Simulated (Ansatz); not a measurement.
Input file for Ansatz (a program for electronic structure): U-B3LYP/def2-TZVPP on F2Te (SMILES F[Te]F), a point of a bond scan (R = 1.526 Å). Elements past Kr take the def2 small-core potentials; no spin–orbit coupling.

Ansatz 0.2 input:
```yaml
crystal:
  periodic: [false, false, false]
  atoms:
    - {symbol: Te, position_ang: [0.04128966, -0.02631507, 0.32717205]}
    - {symbol: F, position_ang: [0.48557674, 1.02566127, -0.68495021]}
    - {symbol: F, position_ang: [-0.83521100, -1.13661273, -0.95234664]}
basis:
  gaussian:
    orbitals: def2-TZVPP
hamiltonian:
  xc: {name: B3LYP}
magnetization: {spin_polarized: true, initial_magnetization: 0}
```

Output:

```
WARN ansatz: RAYON_NUM_THREADS=1 ignored (pool sized by the plan → 1); use --threads N
Functional definition: B3LYP
integrals: 0.03 GiB planned
735 factors; their error is unknown
mean field: 0.43 GiB planned
mean field evaluation 1: about -12724.8006 eV, gradient 3.6e1 eV
mean field evaluation 2: about -12714.5118 eV, gradient 6.9e1 eV
mean field evaluation 4: about -12728.1306 eV, gradient 3.2e0 eV
mean field evaluation 8: about -12728.1576 eV, gradient 2.8e-2 eV
mean field evaluation 16: about -12728.2664 eV, gradient 6.4e-5 eV
mean field -12728.26635714 eV, -467.7551610959 hartree, gradient 2.6e-5 eV, S^2 0.000000; 1 other end points of the search recorded, 0 dependent functions left out
reference -12728.26653859 eV, -467.7551677641 hartree; 21, 21 occupied and 91, 91 virtual orbitals, 735 factors
Total energy: -12728.26653859 eV, -467.7551677641 hartree
```

The calculation finished and met its thresholds.

Cost: about 2.4 core-seconds (a rough figure).
